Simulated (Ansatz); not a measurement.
Relaxation of C$_{2}$H$_{2}$Se (5 atoms, charge 0, multiplicity 1), to a largest force component of 0.02 eV/Å in at most 50 steps.

Theory: RKS PBE0-D4/def2-SVPD (Ansatz 0.2.0).

```xyz
5
Properties=species:S:1:pos:R:3:forces:R:3
C -0.531 -0.256 -0.309 0.50 -1.09 0.52
C 0.358 0.541 0.142 -2.30 1.48 -1.80
Se 0.794 -1.310 0.762 2.43 -1.21 1.83
H 0.978 -2.780 1.146 -1.48 0.27 -1.03
H 0.793 1.504 0.262 0.86 0.55 0.47
```

Question: Where does it end, and by what steps?

Answer: It converged. After 12 steps the energy has fallen by 4.347 eV; C1 moved furthest, 1.41 Å. Parted: C2–Se3 (2.00 → 3.04 Å).

```json
{"step": "0", "energy less start (eV)": "0.0000", "largest force component (eV/Å)": "2.430", "accepted": "yes"}
{"step": "1", "energy less start (eV)": "-1.0346", "largest force component (eV/Å)": "3.227", "accepted": "yes"}
{"step": "2", "energy less start (eV)": "-1.8432", "largest force component (eV/Å)": "2.523", "accepted": "yes"}
{"step": "3", "energy less start (eV)": "-2.3158", "largest force component (eV/Å)": "2.968", "accepted": "yes"}
{"step": "4", "energy less start (eV)": "-2.8162", "largest force component (eV/Å)": "5.731", "accepted": "yes"}
{"step": "5", "energy less start (eV)": "-3.3485", "largest force component (eV/Å)": "5.969", "accepted": "yes"}
{"step": "6", "energy less start (eV)": "-3.8860", "largest force component (eV/Å)": "2.724", "accepted": "yes"}
{"step": "7", "energy less start (eV)": "-4.1115", "largest force component (eV/Å)": "3.227", "accepted": "yes"}
{"step": "8", "energy less start (eV)": "-4.2901", "largest force component (eV/Å)": "1.606", "accepted": "yes"}
{"step": "9", "energy less start (eV)": "-4.3410", "largest force component (eV/Å)": "0.148", "accepted": "yes"}
{"step": "10", "energy less start (eV)": "-4.3436", "largest force component (eV/Å)": "0.512", "accepted": "yes"}
{"step": "11", "energy less start (eV)": "-4.3472", "largest force component (eV/Å)": "0.020", "accepted": "yes"}
{"step": "12", "energy less start (eV)": "-4.3472", "largest force component (eV/Å)": "0.005", "accepted": "yes"}
```

```xyz
5
Properties=species:S:1:pos:R:3
C 0.641 -0.296 0.479
C 0.313 0.798 0.067
Se 1.253 -1.873 1.165
H 0.169 -2.691 0.592
H 0.016 1.762 -0.301
```

Time of the run: 9.5 s on 2 threads of AMD EPYC 9R45 96-Core Processor (Zen 5), with other jobs on the host, peak memory 0.22 GiB.
